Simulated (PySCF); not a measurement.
ZnF, SMILES [F][Zn] (connectivity only; charge and spin as stated), neutral, multiplicity 2.

Geometry: r2SCAN-D4/def2-TZVPD. The spin state was assumed, not searched.

The numbers are results of PBE/def2-TZVPD (PySCF), not measurements.

Gas-phase values at a fixed geometry.

total energy: -1878.91722 hartree
point group: C∞v
α spin, highest occupied and lowest empty level: -5.90 and -1.59 eV
β spin, highest occupied and lowest empty level: -8.05 and -4.70 eV
dipole moment: 2.80 D
mean static polarisability: 33.6 bohr³ (4.97 Å³)
polarisability, principal values: 32.3, 32.3, 36.1 bohr³
⟨S²⟩: 0.752 (pure state 0.75)
